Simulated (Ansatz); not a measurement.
C₂H₁₀AlNO (`[CH3][Al-]([CH3])([NH3+])[OH]`), relaxed with RKS PBE0-D4/def2-TZVP in Ansatz 0.2.0 from a PBE-D4/def2-SVP geometry. The force threshold is 0.005 eV/Å; the program also tests the step.

Total charge 0; spin multiplicity 1.

Start:

```xyz
15

C    -0.178   -1.663   -1.011
Al    0.303   -0.199    0.241
C     1.354    1.336   -0.453
N    -1.543    0.674    0.590
O     0.467   -0.602    1.952
H     0.703   -2.296   -1.259
H    -0.944   -2.353   -0.595
H    -0.565   -1.289   -1.985
H     1.383    2.195    0.253
H     2.415    1.055   -0.638
H     0.969    1.719   -1.424
H    -1.999    1.078   -0.240
H    -1.440    1.423    1.290
H    -2.182   -0.026    0.992
H     1.257   -1.051    2.286
```

Problem. How much energy does the relaxation release, and in how many steps? (Estimate.)

Solution. The calculation gave: 7.09 kJ/mol, in 43 steps, 7 of them rejected.

Problem. Which bonds change most? (An estimate is asked.)

Solution. The calculation gave: Al2–N4 from 2.072 to 2.052 Å; Al2–O5 from 1.765 to 1.746 Å; C1–H6 from 1.113 to 1.096 Å; C3–H10 from 1.113 to 1.096 Å.

Problem. Give the relaxed structure. (An estimate is asked.)

Solution. The calculation gave: 
```xyz
15

C    -0.146   -1.702   -0.943
Al    0.274   -0.160    0.213
C     1.322    1.321   -0.560
N    -1.556    0.678    0.608
O     0.465   -0.469    1.921
H     0.750   -2.297   -1.154
H    -0.871   -2.386   -0.489
H    -0.545   -1.397   -1.917
H     1.356    2.201    0.092
H     2.363    1.025   -0.732
H     0.934    1.645   -1.532
H    -1.628    1.661    0.373
H    -1.608    0.580    1.619
H    -2.341    0.188    0.193
H     1.230   -0.887    2.308
```
